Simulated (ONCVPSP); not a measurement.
Pt (Z = 78), ONCV: configuration errors across variants

- Element: platinum (Pt)
- Generator: ONCVPSP 4.0.1
- Type: optimised norm-conserving Vanderbilt (ONCV)
- Functional: LDA (Perdew-Zunger)
- Relativity: scalar-relativistic
- Frozen core: [Kr] 4d10 4f14
- Valence charge: 18
- Reference configuration: 5s2 5p6 5d9 6s1
- Partial waves: 5s+6s: rc 1.55 bohr, ncon 4, nbas 7, qcut 9.6 1/bohr, 2 projectors; 5p: rc 1.90 bohr, ncon 4, nbas 7, qcut 8.1 1/bohr, 3 projectors, debl 3 Ha; 5d: rc 1.55 bohr, ncon 4, nbas 9, qcut 11.8 1/bohr, local
- Local potential: the d channel
- Core correction: Teter function fitted to the true core (icmod 2), fcfact 0.35

All-electron excitation energies from the reference (eV): (1) 5s2 5p6 5d9 6s0 9.545; (2) 5s2 5p6 5d8 6s0 29.804; (3) 5s2 5p6 5d7 6s0 62.315; (4) 5s2 5p5 5d9 6s1 62.439.

2 further variants failed, have other tests or another functional or relativity, and are left out.

Errors AE − PS in meV (a dash: test not solved or not reliable):

```csv
change,(1),(2),(3),(4),bound ghosts,GHOST(+) flags above zero
base,-4.2,-4.5,-5.7,-189,none,none
s: qcut 11.1,-3.8,-4.4,-5.7,-190,none,none
"d: nproj 1; local potential polynomial inside 1.20 bohr (lpopt 4, dvloc0 0 Ha)",-4.1,-4.2,-4.1,-185,none,s
core correction none,-3.5,-4.4,-4.8,-173,none,none
p: qcut 7.9,-4.2,-4.5,-5.7,-189,none,none
"core correction Teter function fitted to the true core (icmod 2), fcfact 0.72",-4.1,-4.5,-5.3,-190,none,none
```

Problem. Give the same row for: d: nbas 7.

Solution. -4.2, -4.7, -6.1, -190; bound ghosts: none; GHOST(+) flags above zero: none.
